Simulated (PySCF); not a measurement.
A thermochemical cycle for BeAl

MP2 in PySCF with def2-TZVP on every atom, for the lowest determinant that a PBE0 search found; no spin–orbit coupling. BeAl, a doublet (π ↑), has De = 0.46 eV to neutral atoms, and BeAl⁺, a singlet (closed shell), has De = 0.58 eV to Be + Al⁺.

At the same level the Al atom ionises at 5.81 eV.

Question: What is the adiabatic ionisation energy of the molecule, and does ionisation strengthen or weaken the bond?

Answer: IE = IE(Al) + De(neutral) − De(ion) = 5.81 + 0.46 − 0.58 = 5.69 eV. De changes by +0.12 eV, so ionisation strengthens the bond.

Correlated steps freeze 5 core orbitals. Weak bonds: BeAl. Basis-set superposition, not corrected here, can be much of De in a small basis, most of all at correlated wavefunction levels. For an ion De counts to the pair picked by the measured ionisation energies or electron affinities, which need not be the lowest pair at this level. States were picked by a PBE0 search and need not be the measured ground states.
